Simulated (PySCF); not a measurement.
Basis and Hamiltonian dependence of the excitation energy of Mo

Mo [Kr] 4d5 5s1 (7S) → Mo [Kr] 4d5 5p1 (7P). Calculated with PySCF 2.14 from differences of total energies of unrestricted determinants, without spin-orbit coupling. Values in eV.

```csv
basis,Hamiltonian,functions,UHF,LDA,PBE0,MP2 (valence),CCSD(T) (valence),CCSD(T) (valence and next inner shell)
aug-cc-pVDZ-PP with ECP28MDF,ECP,54,2.879,3.449,3.258,3.111,3.105,n/a
def2-TZVPPD with the def2 core potential (28 electrons),ECP,56,2.923,3.498,3.305,3.165,3.151,3.292
cc-pVTZ-PP with ECP28MDF,ECP,63,2.876,3.458,3.263,3.117,n/a,n/a
aug-cc-pwCVDZ-PP with ECP28MDF,ECP,70,2.874,3.458,3.264,3.114,3.105,3.237
x2c-TZVPPall,spin-free X2C,79,2.894,n/a,n/a,3.124,3.106,3.250
def2-QZVPPD with the def2 core potential (28 electrons),ECP,81,2.897,n/a,n/a,3.152,3.141,3.275
"x2c-TZVPPall with one added diffuse shell each of s, p, d, f type",spin-free X2C,95,2.886,n/a,n/a,3.129,3.119,n/a
aug-cc-pVTZ-DK,spin-free X2C,102,2.874,3.415,3.223,3.124,3.116,n/a
x2c-QZVPPall,spin-free X2C,111,2.876,3.414,3.224,3.127,n/a,n/a
"aug-cc-pVTZ-PP with one added diffuse shell each of s, p, d, f, g type with ECP28MDF",ECP,113,2.870,3.455,3.258,3.120,n/a,n/a
aug-cc-pwCVTZ-PP with ECP28MDF,ECP,122,2.868,3.457,3.259,3.122,n/a,n/a
```

Question: Estimate the row for ANO-RCC-VTZP (spin-free X2C, 68 functions).

Answer: From the rows with the same Hamiltonian and similar size; the calculation gives LDA 3.46; PBE0 3.30 (eV).

Frozen in the all-electron rows: valence: [Kr]; valence and next inner shell: [Ar] 3d10; with a core potential, the same shells as far as they lie outside it.
